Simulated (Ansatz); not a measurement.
Calculated with Ansatz (gas phase, PBE0-D4/def2-TZVP geometries, no zero-point term in ΔE). CCSD(T)/CBS adds triple-zeta CCSD(T) − MP2 to the extrapolated MP2 energy (def2 sets, frozen cores). Functionals use def2-TZVPP. For Ge outer-core shells are correlated without core-valence functions, which leaves a few kJ/mol of doubt a bond. Scalar relativity is left out up to krypton. Each species was taken in one conformer, which may not be the lowest.

Consider the formal exchange of groups at a C–B bond: `CBC1=CB1` + `C[O][GeH]([NH2])[Cl]` → `C[O][Ge]([CH3])([NH2])[Cl]` + `BC1=CB1`.

```csv
level,ΔE (kJ/mol)
ωB97X-V,1.2
MP2/CBS(def2),-12.5
```

**Question.** What does CCSD(T)/CBS give? (Estimate.)

**Answer.** The calculation gave: -7.2 kJ/mol. The listed levels differ from it by 8.4, -5.3 kJ/mol.

Largest T1 diagnostic among the species: 0.013.

In def2-TZVPP, CCSD(T) changes the Hartree–Fock value by −35.0 kJ/mol (the triples alone add −5.9 kJ/mol) and MP2 by −40.3 kJ/mol. From PBE to PBE0 (25 % exact exchange), in def2-TZVPP and without D4, ΔE moves by +3.4 kJ/mol.
